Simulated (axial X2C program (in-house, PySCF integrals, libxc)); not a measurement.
## Testing model relations on AsTe⁺

A bond curve at the PBEsol level, with spin–orbit coupling, was computed with an in-house all-electron X2C program for linear molecules (integrals from PySCF) (basis Te dyall-cv3z [11s12p8d4f1g], As dyall-cv3z [9s9p6d4f1g] (cores contracted in-house)) for the state Ω = 0 (closed shell). Its fit gives Re = 2.2777 Å, ωe = 364.6 cm⁻¹, ωexe = 0.66 cm⁻¹ and αe = 1.679e-04 cm⁻¹; the masses are 129.9062 and 74.9216 u. Two-component means X2C with spin–orbit coupling and atomic mean-field Coulomb and Gaunt terms.

Find the reduced mass, Be and the force constant.

From the PBEsol values: μ = 47.5169 u. Be = 16.8576/(μ Re²) = 0.06838 cm⁻¹. k = 5.8918×10⁻⁷ μ ωe² = 3.72 mdyn/Å.

Give B0, the J = 1←0 line in GHz and the most populated J at 300 K (kT = 208.5 cm⁻¹).

B0 = Be − αe/2 = 0.0683 cm⁻¹; 2B0 = 4.095 GHz; J(max) ≈ √(kT/2B0) − 1/2 = 38.6, so J = 39.

Estimate the centrifugal constant by the Kratzer relation.

D = 4Be³/ωe² = 9.62e-09 cm⁻¹.

Where do the fundamental and the first overtone lie?

ν(1←0) = ωe − 2ωexe = 363.3 cm⁻¹; ν(2←0) = 2ωe − 6ωexe = 725.2 cm⁻¹.

A Morse curve ties αe to the other constants (Pekeris). How well does that hold?

αe(Morse) = 6Be²/ωe × (√(ωexe/Be) − 1) = 1.621e-04 cm⁻¹; the PBEsol curve gives 1.679e-04 cm⁻¹, a ratio of 0.97.

Occupations by symmetry block were frozen at the best pattern of an incomplete PBE0 search.
